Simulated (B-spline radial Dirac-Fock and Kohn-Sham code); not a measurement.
**Magnetic form factor of the 4f shell of Ir¹⁷⁺**

System: Ir¹⁷⁺, configuration [Kr] 4d10 4f12 5s2 (tabulated as the ground configuration, which this calculation does not bear out).

Input file task.json (cfg lists n, l and occupation; rrms is the nuclear radius in fm):

```json
{"items": [{
  "Z": 77,
  "q": 17,
  "cfg": [[1, 0, 2], [2, 0, 2], [2, 1, 6], [3, 0, 2], [3, 1, 6], [3, 2, 10], [4, 0, 2], [4, 1, 6], [4, 2, 10], [4, 3, 12], [5, 0, 2]],
  "A": 193,
  "rrms": 5.4032,
  "do": ["scatter"],
  "s": [0.0, 0.05, 0.1, 0.15, 0.2, 0.25, 0.3, 0.35, 0.4, 0.45, 0.5, 0.6, 0.7, 0.8, 0.9, 1.0, 1.1, 1.2, 1.4, 1.6, 1.8, 2.0, 2.5, 3.0, 3.5, 4.0, 5.0, 6.0],
  "pz": [0, 0.1, 0.2, 0.3, 0.4, 0.5, 0.6, 0.8, 1.0, 1.2, 1.4, 1.6, 1.8, 2.0, 2.5, 3.0, 4.0, 5.0, 7.0, 10.0, 15.0, 20.0, 30.0, 40.0, 60.0, 100.0],
  "hv_scatter": [1000, 2000, 8047.8, 17479.3, 20000, 50000, 100000, 500000]
}]}
```

Run with: `python xray_run.py task.json out`

These are calculated numbers from an atomic code on a B-spline grid; the model is configuration-average Dirac-Fock orbitals. ⟨j_K⟩ is the integral of the 4f radial density with the spherical Bessel function j_K(4πsr), s = sin θ/λ.

Hund's rules give S = 1, L = 5, J = 6 for 4f12, so g = 1.167, and the dipole approximation is F = ⟨j0⟩ + C₂⟨j2⟩ with C₂ = (2 − g)/g = 0.714.

| s (Å⁻¹) | ⟨j0⟩ | ⟨j2⟩ | ⟨j4⟩ | ⟨j6⟩ | F (dipole) |
| --- | --- | --- | --- | --- | --- |
| 0 | 1.0000 | 0.0000 | 0.0000 | 0.0000 | 1.0000 |
| 0.05 | 0.9949 | 0.0020 | 0.0000 | 0.0000 | 0.9963 |
| 0.1 | 0.9797 | 0.0081 | 0.0000 | 0.0000 | 0.9855 |
| 0.15 | 0.9549 | 0.0178 | 0.0001 | 0.0000 | 0.9677 |
| 0.2 | 0.9214 | 0.0308 | 0.0004 | 0.0000 | 0.9434 |
| 0.25 | 0.8801 | 0.0465 | 0.0010 | 0.0000 | 0.9134 |
| 0.3 | 0.8324 | 0.0642 | 0.0020 | 0.0000 | 0.8782 |
| 0.35 | 0.7794 | 0.0832 | 0.0036 | 0.0001 | 0.8389 |
| 0.4 | 0.7227 | 0.1027 | 0.0058 | 0.0002 | 0.7961 |
| 0.45 | 0.6637 | 0.1221 | 0.0087 | 0.0004 | 0.7509 |
| 0.5 | 0.6036 | 0.1407 | 0.0123 | 0.0007 | 0.7041 |
| 0.6 | 0.4850 | 0.1733 | 0.0217 | 0.0019 | 0.6089 |
| 0.7 | 0.3747 | 0.1977 | 0.0336 | 0.0039 | 0.5159 |
| 0.8 | 0.2776 | 0.2124 | 0.0471 | 0.0069 | 0.4293 |
| 0.9 | 0.1960 | 0.2178 | 0.0608 | 0.0112 | 0.3515 |
| 1 | 0.1302 | 0.2149 | 0.0739 | 0.0164 | 0.2837 |
| 1.1 | 0.0792 | 0.2057 | 0.0854 | 0.0224 | 0.2261 |
| 1.2 | 0.0410 | 0.1918 | 0.0946 | 0.0289 | 0.1781 |
| 1.4 | -0.0054 | 0.1571 | 0.1057 | 0.0419 | 0.1069 |
| 1.6 | -0.0251 | 0.1210 | 0.1074 | 0.0530 | 0.0614 |

Radial moments of the shell: ⟨r²⟩ = 0.2786, ⟨r⁴⟩ = 0.1398, ⟨r⁶⟩ = 0.1124 in powers of bohr.
